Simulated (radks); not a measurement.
Values are calculated unless marked as measured or tabulated.
Numerical settings for the sulfur ion S2+, [Ne] 3s2 3p2. Level of theory: scalar-relativistic Kohn-Sham, BLYP, spin-polarised, spherical densities, finite nucleus; open shells are filled with parallel spins first; Fermi nuclear charge, rms radius 3.2611 fm (a radial shooting solver on a logarithmic mesh with Libxc functionals). The defaults (mesh step 0.008 in ln r, mesh end at 40 bohr or more with all orbitals vanishing there, Anderson mixing 0.5 over 9 steps, residual threshold near 1e-9 with the energy settled to 1e-9 hartree or 1e-11 of itself, here a cap of 82 iterations) give E = -398.0338 hartree and 3p at -28.741 eV in 26 iterations. Run on one thread of a shared host, so times are rough (Intel(R) Xeon(R) 6975P-C): 0.12 s of CPU time, 0.12 s wall, 26 iterations on 2189 mesh points. Changes against that run (0 stands for a change within the tolerance of the run):

| setting | iterations | converged | E (mhartree) | e(3p) (meV) | CPU (s) |
|---|---|---|---|---|---|
| mesh step in ln r 0.12 | 82 | no | -1.83e+06 | - | 0.17 |
| mesh step in ln r 0.003 | 82 | no | 0 | 0 | 0.83 |
| mesh step in ln r 0.08 | 82 | no | -9.14e+03 | - | 0.19 |
| mesh end (bohr) 5 | 28 | yes | +4.1 | +144 | 0.12 |
| mesh end (bohr) 3 | 24 | yes | +396 | +6.25e+03 | 0.1 |
| residual threshold 0.1 | 9 | yes | -0.000319 | -3.12 | 0.06 |
| residual threshold 1e-05 | 13 | yes | 0 | +0.00736 | 0.07 |
| mixing 1.5 | 82 | no | 0 | 0 | 0.3 |
| linear mixing, mixing 1 | 23 | no | -9.34e+05 | 0 | 0.12 |
| linear mixing, mixing 0.5 | 82 | no | 0 | -0.00625 | 0.44 |
| mixing history 20 | 24 | yes | 0 | 0 | 0.13 |
| iteration cap 8 | 8 | no | -0.000319 | -3.12 | 0.05 |

Settings that end as converged yet miss the energy by more than 1 mhartree: mesh end (bohr) 5 (+0.0041 hartree); mesh end (bohr) 3 (+0.396 hartree). A mesh that ends early acts as a hard wall.
